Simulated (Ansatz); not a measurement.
Total energies of (H2Ga-mu-F)2 (Ga₂H₄F₂) from Ansatz at PBE0-D4/def2-TZVP, gas phase (1 Eh = 27.2114 eV = 2625.5 kJ/mol). The reference geometry is relaxed at PBE0-D4/def2-SVP.

```xyz
8

Ga    1.2343   -0.8490    0.1037
H     2.0203   -0.9156   -1.2354
H     1.4256   -1.4533    1.5227
F     0.6540    0.9923    0.3369
Ga   -1.2343    0.8490   -0.1037
H    -2.0244    0.9193    1.2327
H    -1.4205    1.4505   -1.5246
F    -0.6550   -0.9931   -0.3324
```

| state | geometry | energy (Eh) |
| --- | --- | --- |
| charge 0 singlet | reference | -4051.29942 |
| charge 1 doublet | reference | -4050.90411 |
| charge 1 doublet | relaxed at PBE0-D4/def2-SVP | -4050.92009 |
| free Ga atom (doublet) | – | -1924.55212 |
| free H atom (doublet) | – | -0.50104 |
| free F atom (doublet) | – | -99.67617 |

Work out the vertical ionisation energy to the doublet.

E(charge 1 doublet) − E(charge 0 singlet) = -4050.90411 − (-4051.29942) = 0.39531 Eh = 10.76 eV. For comparison, −ε of the highest occupied level is 8.76 eV at this level, 2.00 eV less.

How much does the charge 1 doublet relax, and what is the adiabatic ionisation energy?

Relaxation: -4050.90411 − (-4050.92009) = 0.01598 Eh = 0.43 eV. Adiabatic ionisation energy: 0.37933 Eh = 10.32 eV, without zero-point energy. 

What is the binding energy per atom against free atoms?

Atoms: 2 × (-1924.55212) + 4 × (-0.50104) + 2 × (-99.67617) = -4050.46074 Eh. Binding: -4050.46074 − (-4051.29942) = 0.83868 Eh = 22.82 eV, or 2.85 eV for each of 8 atoms (no zero-point energy, no counterpoise term).
